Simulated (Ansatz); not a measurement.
`[H]/C=C/c1ccc(/C=C/c2ccccc2)cc1` with charge -1. Charge -1, multiplicity 2. Geometry PBE-D4/def2-SVP; atoms count from 1.

Cartesian coordinates in Å:
```
H 6.9305 -1.5965 1.7925
C 5.9688 -1.5820 1.2569
C 4.9274 -0.8086 1.6989
C 3.6024 -0.6569 1.1399
C 2.6467 0.2040 1.7609
C 1.3622 0.3818 1.2668
C 0.9062 -0.2976 0.0838
C -0.4062 -0.1583 -0.4695
C -1.4614 0.6133 0.0160
C -2.7750 0.7456 -0.5523
C -3.7609 1.5675 0.0858
C -5.0488 1.7227 -0.4277
C -5.4387 1.0668 -1.6165
C -4.4876 0.2522 -2.2676
C -3.1977 0.0923 -1.7593
C 1.8721 -1.1585 -0.5385
C 3.1538 -1.3335 -0.0409
H 5.8910 -2.2157 0.3587
H 5.1034 -0.2072 2.6123
H 2.9525 0.7474 2.6727
H 0.6747 1.0621 1.7928
H -0.5821 -0.7460 -1.3889
H -1.2960 1.1926 0.9416
H -3.4785 2.0891 1.0161
H -5.7692 2.3666 0.1050
H -6.4544 1.1878 -2.0239
H -4.7651 -0.2704 -3.1992
H -2.4844 -0.5497 -2.2985
H 1.5679 -1.7003 -1.4512
H 3.8462 -2.0106 -0.5668
```

Single mean-field runs in def2-TZVP are fitted with def2-universal-jkfit. The highest occupied level of the relaxed charge -1 doublet lies above zero (up to 0.23 eV). By energy differences its removal costs 0.80 eV (each at its own geometry, to the charge 0 singlet, at PBE0-D4/def2-TZVP); self-interaction error and the lack of diffuse functions both raise the level.

(1) Estimate the Mulliken populations of the heavy atoms from the PBE0/def2-TZVP orbitals of Ansatz.

(2) Where does the spin sit?

(3) And the Mayer bond orders between bonded heavy atoms (over 0.3)?

Results:

(1) 
```
atom  charge (e)  spin (α − β)
  C2       -0.34          0.27
  C3       -0.20         -0.10
  C4        0.24          0.18
  C5       -0.19         -0.06
  C6       -0.26          0.13
  C7        0.27          0.06
  C8       -0.22          0.07
  C9       -0.24          0.21
 C10        0.28         -0.01
 C11       -0.24          0.09
 C12       -0.12         -0.05
 C13       -0.18          0.17
 C14       -0.11         -0.07
 C15       -0.25          0.14
 C16       -0.20          0.03
 C17       -0.25          0.01
```
Mulliken values and Mayer orders depend strongly on the basis.

(2) Summed by element: H -0.08, C 1.08, of 1 unpaired in all. Largest on single atoms: C2 0.27, C9 0.21, C4 0.18.

(3) C2–C3 1.75 (1.37 Å); C3–C4 1.15 (1.45 Å); C4–C5 1.22 (1.43 Å); C4–C17 1.21 (1.43 Å); C5–C6 1.55 (1.39 Å); C6–C7 1.21 (1.44 Å); C7–C8 1.24 (1.43 Å); C7–C16 1.20 (1.44 Å); C8–C9 1.49 (1.39 Å); C9–C10 1.18 (1.44 Å); C10–C11 1.26 (1.43 Å); C10–C15 1.26 (1.44 Å); C11–C12 1.50 (1.40 Å); C12–C13 1.35 (1.41 Å); C13–C14 1.36 (1.41 Å); C14–C15 1.50 (1.40 Å); C16–C17 1.57 (1.39 Å).
